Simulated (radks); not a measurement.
Species: the carbon ion C4+. Configuration: 1s1.75 2p0.25 (fractional occupations, a model configuration). Calculated with a radial shooting solver on a logarithmic mesh with Libxc functionals: non-relativistic Kohn-Sham, PBE, spin-polarised, spherical densities, point nucleus; open shells are filled with parallel spins first.

Unscreened Slater integrals over Kohn-Sham orbitals (hartree). They are taken over the spin-up orbitals.

F0(2p,2p): 0.85755
F2(2p,2p): 0.40984
F0(2p,1s): 1.1677
G1(2p,1s): 0.18592
F0(1s,1s): 3.5639

Derived for the open shells (J is the average intra-shell exchange parameter used in DFT+U). 2p: J = F2/5 = 0.08197 hartree.
